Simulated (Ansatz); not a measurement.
One change: `CBCC` becomes `CB[CH2][AlH2]`.

Ansatz, PBE0-D4/def2-TZVP geometries, multiplicity 1. Each molecule was computed in one conformer, which needn't be the lowest.

```csv
property,`CBCC`
HOMO energy (ωB97M-V/def2-TZVPP) / eV,-10.70
LUMO energy (B3LYP/def2-TZVPP) / eV,-0.82
"ideal-gas entropy at 298 K and 1 bar (rigid rotor, harmonic PBE0-D4/def2-TZVP) / J/(mol·K)",325
LUMO energy (PBE0/def2-TZVPP) / eV,-0.59
HOMO–LUMO gap (ωB97M-V/def2-TZVPP) / eV,12.04
size of the dipole moment (B3LYP/def2-TZVPP) / D,0.35
```

Problem. Give the same properties after the change, and the shifts. (An estimate is asked.)

Solution. Ansatz gave: 
```tsv
property	`CB[CH2][AlH2]`	shift
HOMO energy (ωB97M-V/def2-TZVPP) / eV	-10.26	0.44
LUMO energy (B3LYP/def2-TZVPP) / eV	-1.98	-1.16
ideal-gas entropy at 298 K and 1 bar (rigid rotor, harmonic PBE0-D4/def2-TZVP) / J/(mol·K)	349	24
LUMO energy (PBE0/def2-TZVPP) / eV	-1.78	-1.19
HOMO–LUMO gap (ωB97M-V/def2-TZVPP) / eV	10.14	-1.90
size of the dipole moment (B3LYP/def2-TZVPP) / D	0.80	0.45
```

With PBE0 the HOMO rises by 0.31 eV and the LUMO falls by 1.19 eV, so the gap narrows by about 1.50 eV. PBE moves the HOMO by 0.13 eV and ωB97M-V by 0.44 eV. The zero-point energy changes by -65.1 kJ/mol with -3 modes. Dipoles are sizes alone; their direction can turn. Modes under 60 cm⁻¹, often nearly free rotors, make the harmonic entropy too high.

B3LYP here is the variant with VWN-RPA as its local correlation; programs differ in this.
